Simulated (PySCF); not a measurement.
# What a mistake does to a calculation on Al2H4N

Calculated results; nothing here was measured. They come from PySCF 2.14.0, an open-source quantum chemistry program, on an isolated molecule that a program drew, which may never have been made. The molecule is Al2H4N (charge 0, doublet), drawn as the SMILES string `[AlH][NH][AlH2]`.

Each row is a Hartree-Fock (HF) and frozen-core CCSD(T) single point in the cc-pV(D+d)Z basis, meant for a local HF minimum. Run 1 is clean. Each other run has one planted mistake out of seven kinds, and not every kind appears here: one electron removed, one electron added, multiplicity raised by two, geometry at a saddle point, minimal basis STO-3G, one bond length entered in bohr, all coordinates scaled. The reference is restricted for singlets and unrestricted otherwise, and also for a bond in bohr. Adding or removing an electron swaps singlet and doublet. Electrons count all cores. HOMO and LUMO are orbital energies over both spins, the gradient is its largest component, and the lowest frequency (negative if imaginary) is given only where the gradient is small. Bond lengths are over the 6 bonds as drawn. T1 is the CCSD diagnostic: over 0.02 (restricted) or 0.045 (unrestricted) a single reference is doubtful.

Geometry of the clean run:
```xyz
7
Al2H4N, angstrom
Al   -0.3369   -0.3539   -0.8802
N    -1.9202    0.3116   -0.3661
Al   -2.3931    1.9511    0.1698
H     0.9015    0.6472   -0.8785
H    -2.6815   -0.3515   -0.3794
H    -1.2940    3.0796    0.2353
H    -3.9001    2.2227    0.5627
```

```
run  electrons  basis functions  <S^2>  HOMO (eV)  LUMO (eV)  gradient (hartree/bohr)  lowest frequency (cm^-1)  mean bond (Å)  longest bond (Å)      T1  HF (hartree)  CCSD(T) (hartree)                          mistake
  1         37               80  0.754      -8.04       1.30                  3.7e-05                       175         1.5568             1.793  0.0163    -540.64514         -540.97471                         no fault
  2         37               80  1.553      -8.10       1.15                  9.5e-03                         -         1.7906             2.980  0.0655    -540.54348         -540.86459  one bond length entered in bohr
  3         37               80  0.759      -8.31       0.94                  4.8e-02                         -         1.6923             1.949  0.0206    -540.60873         -540.94878           all coordinates scaled
  4         37               80  3.759      -4.99      -3.04                  5.5e-02                         -         1.5568             1.793  0.0785    -540.42523         -540.75660                                ?
```

**Which mistake was planted in run 4, and what did it cost?**

Electrons, basis and geometry are unchanged, and <S^2> is 3.759, beside S(S+1) = 3.75 for a multiplicity of 4. So the mistake is: multiplicity raised by two. Subtracting run 1 and multiplying by 627.51 kcal/mol a hartree, the energy moved by 138.0 kcal/mol in HF and 136.9 kcal/mol in CCSD(T).

Cautions from the logs. Run 2: T1 is over the limit, so its CCSD(T) energy is less reliable; run 4: T1 is over the limit, so its CCSD(T) energy is less reliable.
